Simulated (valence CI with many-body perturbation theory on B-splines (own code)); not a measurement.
# Level structure of Dy35+

Computed by relativistic CI+MBPT: three valence electrons over a frozen Dirac-Fock core [Ar] 3d10, a basis of 9 s, 9 p, 8 d, 6 f, 3 g, 1 h functions for each j, with the one-electron correlation potential Σ1 (screened to all orders), the two-electron term Σ2, the three-electron term Σ3, Breit, model QED; selected single and double excitations, second order for the rest, scaled by the run's own slope (own B-spline code, finite nucleus).

The last digits are not significant, and no measured levels were compared; by estimate large intervals hold to a few tenths of a per cent, small ones and those within an open d or f shell to about a per cent.

Levels 1 to 36 of 36, with energies above the lowest level, (4s^2 4p1/2) J=1/2. "Leading %" is the weight of the configuration and term that name the level; weights of strongly mixed levels are sums over their largest components and can fall short, so below about 35 % the name and the second component can differ from the true leading terms, or belong to a minority configuration. In the jj column 3d3/2^4 stands for four electrons in 3d with j = 3/2.

| No. | Configuration | Term | J | E (cm⁻¹) | Leading % | g | Leading jj |
| --- | --- | --- | --- | --- | --- | --- | --- |
| 1 | 4s²4p | ²P° | 1/2 | 0 | 99 | 0.661 | 4s^2 4p1/2 (99 %) |
| 2 | 4s²4p | ²P° | 3/2 | 427770 | 99 | 1.331 | 4s^2 4p3/2 (99 %) |
| 3 | 4s4p² | ⁴P | 1/2 | 620660 | 64 | 2.281 | 4s 4p1/2^2 (95 %) |
| 4 | 4s4p² | ⁴P | 3/2 | 965760 | 93 | 1.673 | 4s 4p1/2 4p3/2 (99 %) |
| 5 | 4s4p² | ²D | 5/2 | 1020600 | 53 | 1.379 | 4s 4p1/2 4p3/2 (97 %) |
| 6 | 4s4p² | ²D | 3/2 | 1101000 | 68 | 0.953 | 4s 4p1/2 4p3/2 (94 %) |
| 7 | 4s4p² | ²P | 1/2 | 1124400 | 71 | 1.197 | 4s 4p1/2 4p3/2 (94 %) |
| 8 | 4s4p² | ⁴P | 5/2 | 1412900 | 51 | 1.403 | 4s 4p3/2^2 (88 %) |
| 9 | 4s²4d | ²D | 3/2 | 1481900 | 78 | 0.912 | 4s^2 4d3/2 (78 %) |
| 10 | 4s4p² | ²S | 1/2 | 1552700 | 69 | 1.848 | 4s 4p3/2^2 (97 %) |
| 11 | 4s4p² | ²P | 3/2 | 1590000 | 52 | 1.117 | 4s 4p3/2^2 (81 %) |
| 12 | 4s²4d | ²D | 5/2 | 1603400 | 87 | 1.208 | 4s^2 4d5/2 (87 %) |
| 13 | 4p³ | ²P° | 3/2 | 1732200 | 43 | 1.332 | 4p1/2^2 4p3/2 (94 %) |
| 14 | 4s4p4d | ⁴F° | 3/2 | 1982400 | 80 | 0.508 | 4s 4p1/2 4d3/2 (97 %) |
| 15 | 4s4p4d | ⁴F° | 5/2 | 2018700 | 47 | 1.066 | 4s 4p1/2 4d3/2 (85 %) |
| 16 | 4p³ | ⁴S° | 3/2 | 2090100 | 44 | 1.383 | 4p1/2 4p3/2^2 (68 %) |
| 17 | 4p³ | ²D° | 5/2 | 2102800 | 39 | 1.183 | 4s 4p1/2 4d5/2 (55 %) |
| 18 | 4s4p4d | ⁴D° | 1/2 | 2114000 | 66 | 0.371 | 4s 4p1/2 4d3/2 (95 %) |
| 19 | 4s4p4d | ⁴D° | 3/2 | 2121500 | 43 | 1.337 | 4s 4p1/2 4d3/2 (56 %) |
| 20 | 4s4p4d | ⁴P° | 5/2 | 2147900 | 42 | 1.397 | 4s 4p1/2 4d5/2 (74 %) |
| 21 | 4s4p4d | ⁴F° | 7/2 | 2152400 | 57 | 1.254 | 4s 4p1/2 4d5/2 (92 %) |
| 22 | 4p³ | ²P° | 1/2 | 2200400 | 93 | 0.661 | 4p1/2 4p3/2^2 (93 %) |
| 23 | 4s4p4d | ²F° | 5/2 | 2241700 | 65 | 0.976 | 4s 4p1/2 4d5/2 (62 %) |
| 24 | 4s4p4d | ²P° | 3/2 | 2272700 | 36 | 1.070 | 4s 4p1/2 4d5/2 (55 %) |
| 25 | 4s4p4d | ⁴D° | 3/2 | 2467000 | 39 | 1.348 | 4s 4p3/2 4d3/2 (94 %) |
| 26 | 4s4p4d | ⁴D° | 5/2 | 2467600 | 54 | 1.266 | 4s 4p3/2 4d3/2 (92 %) |
| 27 | 4s4p4d | ⁴P° | 1/2 | 2469000 | 88 | 2.343 | 4s 4p3/2 4d3/2 (98 %) |
| 28 | 4s4p4d | ⁴D° | 7/2 | 2480700 | 44 | 1.301 | 4s 4p3/2 4d3/2 (70 %) |
| 29 | 4s4p4d | ⁴F° | 9/2 | 2485900 | 100 | 1.331 | 4s 4p3/2 4d5/2 (100 %) |
| 30 | 4p³ | ²P° | 3/2 | 2527100 | 23 | 1.332 | 4s 4p3/2 4d5/2 (53 %) |
| 31 | 4s4p4d | ²D° | 3/2 | 2554200 | 63 | 0.967 | 4s 4p3/2 4d3/2 (71 %) |
| 32 | 4s4p4d | ²D° | 5/2 | 2565700 | 48 | 1.332 | 4s 4p3/2 4d5/2 (96 %) |
| 33 | 4s4p4d | ²F° | 5/2 | 2570400 | 55 | 0.913 | 4s 4p3/2 4d3/2 (65 %) |
| 34 | 4s4p4d | ²F° | 7/2 | 2612100 | 41 | 1.226 | 4s 4p3/2 4d5/2 (65 %) |
| 35 | 4s4p4d | ²F° | 7/2 | 2621600 | 92 | 1.148 | 4s 4p3/2 4d5/2 (81 %) |
| 36 | 4s4p4d | ²P° | 1/2 | 2625400 | 76 | 0.595 | 4s 4p3/2 4d3/2 (86 %) |

Where two levels of one J and parity lie close, their mixing, g and order are uncertain.

The ionisation energy to 4s² ¹S0 of the next ion comes out as 1520.8 eV (NIST: 1520 ± 5 eV (theoretical)). All 36 levels together are meant to be complete up to 2656300 cm⁻¹.
